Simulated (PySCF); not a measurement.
# Basis-set dependence of excited states

CH9GeNOSi.
InChI=1S/CH9GeNOSi/c1-3-5-4-2/h3H,5H2,1-2H3

TDDFT with PBE0 (PySCF), vertical singlets, core orbitals frozen in the response, spherical d and f functions. One conformer (not necessarily the lowest) at the PBE0-D3(BJ)/def2-SVP geometry, without solvent, vibrations or thermal averaging. Relativistic effects, spin–orbit coupling among them, are left out although an element past zinc is present.

Task: How do the low singlets change with the basis? Take 6-31G*, def2-SVP, def2-SVPD, aug-cc-pVDZ, def2-TZVP and def2-TZVPD.

Result: 

| basis | functions | diffuse | S1 (eV) | S2 (eV) | S3 (eV) | S4 (eV) | S5 (eV) | LUMO (eV) | α (au) |
| --- | --- | --- | --- | --- | --- | --- | --- | --- | --- |
| 6-31G* | 110 | no | 6.24 | 6.98 | 7.06 | 7.32 | 7.87 | 0.40 | 66.0 |
| def2-SVP | 137 | no | 6.42 | 6.90 | 7.25 | 7.52 | 7.68 | 0.53 | 70.1 |
| def2-SVPD | 197 | yes | 6.03 | 6.39 | 6.56 | 6.99 | 7.14 | 0.03 | 82.0 |
| aug-cc-pVDZ | 213 | yes | 5.62 | 6.02 | 6.11 | 6.42 | 6.60 | -0.21 | 83.9 |
| def2-TZVP | 232 | no | 6.18 | 6.52 | 7.08 | 7.12 | 7.38 | 0.24 | 78.4 |
| def2-TZVPD | 292 | yes | 5.82 | 6.22 | 6.43 | 6.82 | 6.88 | -0.09 | 83.1 |

States are compared by their number. Against the largest diffuse basis here (def2-TZVPD, itself not a converged limit), sets without diffuse functions differ by up to 0.59 eV in S1 and 0.99 eV in S5; the smaller diffuse sets differ by up to 0.20 and 0.28 eV. State by state, the largest deviation of a set without diffuse functions is S1 0.59, S2 0.76, S3 0.82, S4 0.70, S5 0.99 eV. The same number needn't mean the same state in each row. Against def2-TZVPD the polarisability deviates by -21% in 6-31G*, -16% in def2-SVP, -1% in def2-SVPD, +1% in aug-cc-pVDZ, -6% in def2-TZVP.

Without π bonds the low states are Rydberg-like; a valence basis with one diffuse set may place them up to an eV too high.
